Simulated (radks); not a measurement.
Task: Radial electron density D(r) = 4 pi r^2 rho(r) of an atom or ion with 8 electrons. Calculated with a radial shooting solver on a logarithmic mesh with Libxc functionals: Dirac Kohn-Sham, PBE, spin-unpolarised, spherical densities, finite nucleus; Fermi nuclear charge, rms radius of each element as measured or else 0.836 A^(1/3) + 0.57 fm.

| r (bohr) | D(r) (e/bohr) |
|---|---|
| 0.001151 | 6.199 |
| 0.001277 | 7.309 |
| 0.001417 | 8.602 |
| 0.001585 | 10.23 |
| 0.001759 | 11.98 |
| 0.001967 | 14.16 |
| 0.002183 | 16.50 |
| 0.002442 | 19.38 |
| 0.002709 | 22.41 |
| 0.003006 | 25.82 |
| 0.003362 | 29.92 |
| 0.003731 | 34.15 |
| 0.004173 | 39.12 |
| 0.00463 | 44.11 |
| 0.005138 | 49.40 |
| 0.005747 | 55.35 |
| 0.006377 | 61.00 |
| 0.007132 | 67.03 |
| 0.007914 | 72.40 |
| 0.008781 | 77.34 |
| 0.009822 | 81.91 |
| 0.0109 | 85.21 |
| 0.01219 | 87.49 |
| 0.01353 | 88.24 |
| 0.01513 | 87.46 |
| 0.01679 | 85.29 |
| 0.01863 | 81.89 |
| 0.02083 | 77.22 |
| 0.02312 | 72.44 |
| 0.02586 | 67.51 |
| 0.02869 | 63.80 |
| 0.03184 | 61.49 |
| 0.03561 | 60.99 |
| 0.03951 | 62.45 |
| 0.0442 | 65.69 |
| 0.04904 | 69.48 |
| 0.05485 | 73.18 |
| 0.06086 | 75.03 |
| 0.06753 | 74.32 |
| 0.07554 | 70.02 |
| 0.08382 | 62.75 |
| 0.09375 | 52.15 |
| 0.104 | 40.97 |
| 0.1154 | 29.89 |
| 0.1291 | 19.43 |
| 0.1433 | 11.85 |
| 0.1602 | 6.226 |
| 0.1778 | 3.052 |
| 0.1973 | 1.323 |
| 0.2207 | 0.4619 |
| 0.2448 | 0.1486 |
| 0.2739 | 0.03632 |
| 0.3039 | 0.008094 |
| 0.3399 | 0.001276 |
| 0.3771 | 0.0001809 |

What is the nuclear charge?

Result: Z = 67. The innermost maximum, from 1s, lies near gamma/Z bohr with gamma = sqrt(1 - (Z/c)^2) = 0.872, here 0.013 bohr (found: 0.0135), and its height grows with Z. The density is that of the holmium ion Ho59+ in [He] 2s2 2p4; the configuration itself is not fixed sharply by these data, and Z only to a few units. D(r) has 2 maxima, at r = 0.0135, 0.0623 bohr, and minima at 0.0345 bohr, inside which lie 2.27 electrons.
